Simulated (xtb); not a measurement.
xtb input (GFN2-xTB):

```bash
xtb mol.xyz --gfn 2 --ohess tight --chrg -1 --uhf 0
```
mol.xyz:
```
3

Sn     0.36046534    -0.33167940     0.54227700
O      1.28052732    -0.13986571    -1.11478053
F     -1.57714364     0.45796872     0.59131083
```

Output:

```
           -------------------------------------------------
          |                Calculation Setup                |
           -------------------------------------------------

           -------------------------------------------------
          |                 G F N 2 - x T B                 |
           -------------------------------------------------

        Reference                      10.1021/acs.jctc.8b01176
      * Hamiltonian:
        H0-scaling (s, p, d)           1.850000    2.230000    2.230000
        zeta-weighting                 0.500000
      * Dispersion:
        s8                             2.700000
        a1                             0.520000
        a2                             5.000000
        s9                             5.000000
      * Repulsion:
        kExp                           1.500000    1.000000
        rExp                           1.000000
      * Coulomb:
        alpha                          2.000000
        third order                    shell-resolved
        anisotropic                    true
        a3                             3.000000
        a5                             4.000000
        cn-shift                       1.200000
        cn-exp                         4.000000
        max-rad                        5.000000

          ...................................................
          :                      SETUP                      :
          :.................................................:
          :  # basis functions                  18          :
          :  # atomic orbitals                  17          :
          :  # shells                            7          :
          :  # electrons                        18          :
          :  max. iterations                   250          :
          :  Hamiltonian                  GFN2-xTB          :
          :  restarted?                      false          :
          :  GBSA solvation                  false          :
          :  PC potential                    false          :
          :  electronic temp.          300.0000000     K    :
          :  accuracy                    1.0000000          :
          :  -> integral cutoff          0.2500000E+02      :
          :  -> integral neglect         0.1000000E-07      :
          :  -> SCF convergence          0.1000000E-05 Eh   :
          :  -> wf. convergence          0.1000000E-03 e    :
          :  Broyden damping             0.4000000          :
          :  net charge                         -1          :
          :  unpaired electrons                  0          :
          ...................................................

 iter      E             dE          RMSdq      gap      omega  full diag
   1    -11.1170595 -0.111171E+02  0.295E+01    2.75       0.0  T
   2    -11.1194417 -0.238218E-02  0.107E+01    4.35       1.0  T
   3    -10.8572383  0.262203E+00  0.219E+01    2.12       1.0  T
   4    -11.1425666 -0.285328E+00  0.124E+01    2.96       1.0  T
   5    -11.1328182  0.974838E-02  0.542E+00    2.97       1.0  T
   6    -11.1796926 -0.468744E-01  0.145E+00    3.61       1.0  T
[...]
     1  50 Sn   2.682 --     2 O    2.022     3 F    0.659
     2   8 O    2.053 --     1 Sn   2.022
     3   9 F    0.691 --     1 Sn   0.659
 ---------------------------------------------------------------------------

Topologies differ in total number of bonds
Writing topology from bond orders to xtbtopo.mol

molecular dipole:
                 x           y           z       tot (Debye)
 q only:        0.622      -0.641       1.065
   full:        0.662      -0.875       1.693       5.128
molecular quadrupole (traceless):
                xx          xy          yy          xz          yz          zz
 q only:       -8.290       3.264       6.464       9.165      -1.945       1.825
  q+dip:       -9.172       3.024       6.552      10.516      -2.888       2.620
   full:      -10.095       4.156       9.617      13.040      -1.843       0.478

           -------------------------------------------------
          |                Geometry Summary                 |
           -------------------------------------------------

      molecular mass/u    :      153.7079207
   center of mass at/Å    :        0.2927502      -0.2453605       0.3747149
  moments of inertia/u·Å² :        0.3376490E+02   0.1149594E+03   0.1487243E+03
rotational constants/cm⁻¹ :        0.4992650E+00   0.1466399E+00   0.1133482E+00

           -------------------------------------------------
          |               Frequency Printout                |
           -------------------------------------------------
 projected vibrational frequencies (cm⁻¹)
eigval :       -0.00    -0.00    -0.00     0.00     0.00     0.00
eigval :      149.57   278.45   621.97
 reduced masses (amu)
   1: 69.74   2: 41.64   3: 96.68   4: 50.89   5: 84.20   6: 26.25   7: 26.55   8: 36.96
   9: 28.21
 IR intensities (km·mol⁻¹)
   1:  8.23   2: 26.67   3:  2.65   4: 19.45   5:  4.90   6: 44.48   7: 25.74   8:137.72
   9:229.58
 Raman intensities (Ä⁴*amu⁻¹)
   1:  0.00   2:  0.00   3:  0.00   4:  0.00   5:  0.00   6:  0.00   7:  0.00   8:  0.00
   9:  0.00
 output can be read by thermo (or use thermo option).
 writing <g98.out> molden fake output.
 recommended (thermochemical) frequency scaling factor: 1.0
           -------------------------------------------------
          |             Thermodynamic Functions             |
           -------------------------------------------------

cs  symmetry found (for desy threshold:  0.10E+00) used in thermo

          ...................................................
          :                      SETUP                      :
          :.................................................:
          :  # frequencies                           3      :
          :  # imaginary freq.                       0      :
          :  linear?                             false      :
          :  only rotor calc.                    false      :
          :  symmetry                               cs      :
          :  rotational number                       1      :
          :  scaling factor                  1.0000000      :
          :  rotor cutoff                   50.0000000 cm⁻¹ :
          :  imag. cutoff                  -20.0000000 cm⁻¹ :
          :.................................................:

    mode    ω/cm⁻¹     T·S(HO)/kcal·mol⁻¹    T·S(FR)/kcal·mol⁻¹   T·S(vib)
   ------------------------------------------------------------------------
       1    149.57    -0.79834 ( 98.77%)    -0.73160 (  1.23%)    -0.79752
       2    278.45    -0.46010 ( 99.90%)    -0.54766 (  0.10%)    -0.46019
   ------------------------------------------------------------------------

   temp. (K)  partition function   enthalpy   heat capacity  entropy
                                   cal/mol     cal/K/mol   cal/K/mol   J/K/mol
 298.15  VIB   2.77                  778.214      4.590      4.632
         ROT  0.580E+05              888.752      2.981     24.779
         INT  0.161E+06             1666.966      7.571     29.411
         TR   0.184E+28             1481.254      4.968     40.981
         TOT                        3148.2203    12.5393    70.3917   294.5187
Note: The following floating-point exceptions are signalling: IEEE_DENORMAL
normal termination of xtb

       T/K    H(0)-H(T)+PV         H(T)/Eh          T*S/Eh         G(T)/Eh
   ------------------------------------------------------------------------
    298.15    0.501701E-02    0.740907E-02    0.334454E-01   -0.260363E-01
   ------------------------------------------------------------------------

         :::::::::::::::::::::::::::::::::::::::::::::::::::::
         ::                  THERMODYNAMIC                  ::
         :::::::::::::::::::::::::::::::::::::::::::::::::::::
         :: total free energy         -11.210697212443 Eh   ::
         ::.................................................::
         :: total energy              -11.184660930340 Eh   ::
         :: zero point energy           0.002392062642 Eh   ::
         :: G(RRHO) w/o ZPVE           -0.028428344746 Eh   ::
         :: G(RRHO) contrib.           -0.026036282103 Eh   ::
         :::::::::::::::::::::::::::::::::::::::::::::::::::::

optimized geometry written to: xtbopt.xyz

           -------------------------------------------------
          | TOTAL ENERGY              -11.184660930340 Eh   |
          | TOTAL ENTHALPY            -11.177251859373 Eh   |
          | TOTAL FREE ENERGY         -11.210697212443 Eh   |
          | GRADIENT NORM               0.000001914854 Eh/α |
          | HOMO-LUMO GAP               3.774403493586 eV   |
           -------------------------------------------------

------------------------------------------------------------------------
------------------------------------------------------------------------
 total:
 SCF:
 ANC optimizer:
 analytical hessian:
```
